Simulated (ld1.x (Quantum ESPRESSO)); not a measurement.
## PBE PAW dataset for Ta, scalar-relativistic all-electron reference.

Input for ld1.x (Quantum ESPRESSO) 7.5:

```
&input
   title='Ta', zed=73., rel=1, dft='PBE', iswitch=3,
   config='[Xe] 4f14 5d2 6s0 6p0',
   nld=3, rlderiv=3.15, eminld=-7.0, emaxld=5.0, deld=0.02
 /
 &inputp
   pseudotype=3, lpaw=.true., tm=.true., lloc=-1, rcloc=2.05,
   nlcc=.true., new_core_ps=.true.,
   which_augfun='PSQ', rmatch_augfun_nc=.true.,
   file_pseudopw='Ta.UPF', file_wfcaegen='ae.wfc', file_wfcncgen='nc.wfc', file_beta='beta', file_chi='chi', file_wfcusgen='us.wfc'
 /
6
6S  1  0   0.00   0.00  2.20  2.90  0.0
6S  1  0   0.00  -1.40  2.20  2.90  0.0
5P  2  1   6.00   0.00  1.80  2.35  0.0
6P  3  1   0.00   0.00  1.80  2.35  0.0
5D  3  2   2.00   0.00  1.65  2.10  0.0
5D  3  2   0.00   0.05  1.65  2.10  0.0
 &test
   configts(1)='5p6 5d2 6s0 6p0'
 /
```

Command:

```bash
ld1.x < Ta.in > Ta.out
```

Resulting log (shortened: banner, matrices, multipoles, cross overlaps and the repeated all-electron block are left out):

```
Program LD1 v.7.5
     --------------------------- All-electron run ----------------------------

     Ta
     scalar relativistic calculation

     atomic number is 73.00
     dft =PBE   lsd =0 sic =0 latt =0  beta=0.20 tr2=1.0E-14
     Exchange-correlation= PBE
                           (   1   4   3   4   0   0   0)
     mesh =1273 r(mesh) = 100.43799 a.u. xmin = -7.00 dx = 0.01250
     1 Ry =  13.60569312 eV, c = 137.03599908

     n l     nl                  e(Ry)          e(Ha)          e(eV)
     1 0     1S 1( 2.00)     -4953.8441     -2476.9221    -67400.4832
     2 0     2S 1( 2.00)      -852.8339      -426.4169    -11603.3960
     2 1     2P 1( 6.00)      -747.5559      -373.7779    -10171.0158
     3 0     3S 1( 2.00)      -196.9659       -98.4830     -2679.8582
     3 1     3P 1( 6.00)      -165.6584       -82.8292     -2253.8973
     4 0     4S 1( 2.00)       -41.8079       -20.9040      -568.8260
     4 1     4P 1( 6.00)       -31.5404       -15.7702      -429.1289
     3 2     3D 1(10.00)      -129.1536       -64.5768     -1757.2249
     5 0     5S 1( 2.00)        -7.4259        -3.7129      -101.0343
     5 1     5P 1( 6.00)        -4.9350        -2.4675       -67.1439
     4 2     4D 1(10.00)       -18.4035        -9.2017      -250.3921
     4 3     4F 1(14.00)        -3.8855        -1.9427       -52.8647
     5 2     5D 1( 2.00)        -2.1409        -1.0704       -29.1284
     6 0     6S 1( 0.00)        -1.9976        -0.9988       -27.1786
     6 1     6P 1( 0.00)        -1.4776        -0.7388       -20.1042

     final scf error:  6.6E-15 reached in  34 iterations

     Etot =  -31205.670024 Ry,  -15602.835012 Ha, -424574.770038 eV

     Ekin =   34292.773565 Ry,   17146.386783 Ha,  466576.953467 eV
     Encl =  -76931.078606 Ry,  -38465.539303 Ha,-1046700.647131 eV
     Eh   =   12061.327683 Ry,    6030.663841 Ha,  164102.723105 eV
     Exc  =    -628.692666 Ry,    -314.346333 Ha,   -8553.799479 eV

     normalization and overlap integrals

     s(1S/1S) =  1.000000  <r> =   0.0187  <r2> =    0.0005  r(max) =   0.0116
     s(2S/2S) =  1.000000  <r> =   0.0789  <r2> =    0.0074  r(max) =   0.0670
     s(2P/2P) =  1.000000  <r> =   0.0706  <r2> =    0.0061  r(max) =   0.0549
     s(3S/3S) =  1.000000  <r> =   0.2048  <r2> =    0.0479  r(max) =   0.1891
     s(3P/3P) =  1.000000  <r> =   0.2049  <r2> =    0.0487  r(max) =   0.1868
     s(4S/4S) =  1.000000  <r> =   0.4587  <r2> =    0.2376  r(max) =   0.4315
     s(4P/4P) =  1.000000  <r> =   0.4877  <r2> =    0.2706  r(max) =   0.4480
     s(3D/3D) =  1.000000  <r> =   0.1856  <r2> =    0.0404  r(max) =   0.1529
     s(5S/5S) =  1.000000  <r> =   1.0962  <r2> =    1.3495  r(max) =   0.9847
     s(5P/5P) =  1.000000  <r> =   1.2778  <r2> =    1.8469  r(max) =   1.1158
     s(4D/4D) =  1.000000  <r> =   0.5231  <r2> =    0.3173  r(max) =   0.4593
     s(4F/4F) =  1.000000  <r> =   0.6372  <r2> =    0.5151  r(max) =   0.4424
     s(5D/5D) =  1.000000  <r> =   1.8424  <r2> =    3.9315  r(max) =   1.5061
     s(6S/6S) =  1.000000  <r> =   2.6919  <r2> =    8.0766  r(max) =   2.4523
     s(6P/6P) =  1.000000  <r> =   3.2458  <r2> =   11.7444  r(max) =   2.9581

     ------------------------ End of All-electron run ------------------------

     --------------------- Generating PAW atomic setup --------------------

      Generating local potential from pseudized AE potential:
      Matching radius rcloc =   2.0500

      Local pseudo, rcloc= 2.033 Estimated cut-off energy=     5.59 Ry

      Computing core charge for nlcc:

       r > 0.96 : true rho core
      Core charge pseudized with two Bessel functions
      Integrated core pseudo-charge :  23.11
      Wfc-us  6S rcutus= 2.885  Estimated cut-off energy=     5.78 Ry
      Wfc-us  6S rcutus= 2.885  Estimated cut-off energy=     7.03 Ry
      Wfc-us  5P rcutus= 2.362  Estimated cut-off energy=    15.85 Ry
      Wfc-us  6P rcutus= 2.362  Estimated cut-off energy=    12.22 Ry
      Wfc-us  5D rcutus= 2.085  Estimated cut-off energy=    26.60 Ry
      Wfc-us  5D rcutus= 2.085  Estimated cut-off energy=    42.54 Ry

     Required augmentation: PSQ   radius:    2.900000

     Q pseudized with Bessel functions
     Expected ecutrho=     149.5319 due to l1=  2   l2=  2

     Estimated PAW energy = -687.324595 Ryd

     ------------------- End of pseudopotential generation -------------------

     Computing logarithmic derivative in   3.16866
     Computing logarithmic derivative in   3.16866
     Computing the partial wave expansion
     R is outside the sphere for l=    0 j= 0.00
     R is outside the sphere for l=    0 j= 0.00
     R is outside the sphere for l=    1 j= 0.00
     R is outside the sphere for l=    1 j= 0.00
     R is outside the sphere for l=    2 j= 0.00
     R is outside the sphere for l=    2 j= 0.00

     ---------------------- Testing the pseudopotential ----------------------

     Ta
     scalar relativistic calculation

     atomic number is 73.00   valence charge is 11.00
     dft = SLA  PW   PBX  PBC   lsd =0 sic =0 latt =0  beta=0.20 tr2=1.0E-14
     mesh =1273 r(mesh) = 100.43799 xmin = -7.00 dx = 0.01250

     n l     nl             e AE (Ry)        e PS (Ry)    De AE-PS (Ry)
     2 1     5P   1( 6.00)       -4.93499       -4.93499        0.00000
     3 2     5D   1( 2.00)       -2.14090       -2.14090        0.00000
     1 0     6S   1( 0.00)       -1.99759       -1.99759        0.00000
     3 1     6P   1( 0.00)       -1.47763       -1.47763       -0.00000

     eps = 4.9E-16  iter =  3

     Etot =  -31205.670024 Ry,  -15602.835012 Ha, -424574.770038 eV
     Etotps =  -687.324597 Ry,    -343.662299 Ha,   -9351.527548 eV

     Ekin =     157.348426 Ry,      78.674213 Ha,    2140.834396 eV
     Encl =    -256.917101 Ry,    -128.458550 Ha,   -3495.535230 eV
     Ehrt =      40.936742 Ry,      20.468371 Ha,     556.972752 eV
     Ecxc =    -628.692665 Ry,    -314.346332 Ha,   -8553.799466 eV
     (Ecc =     -66.901225 Ry,     -33.450612 Ha,    -910.237531 eV)

     ---------------------- End of pseudopotential test ----------------------
```

Note: ghost state, extra bound levels that the all-electron valence spectrum of the same l lacks: s at -55.3 eV. A true bound ghost makes a file unfit for plane-wave use.

Generation and configuration tests took about 3.1 s on one core of a shared server CPU.
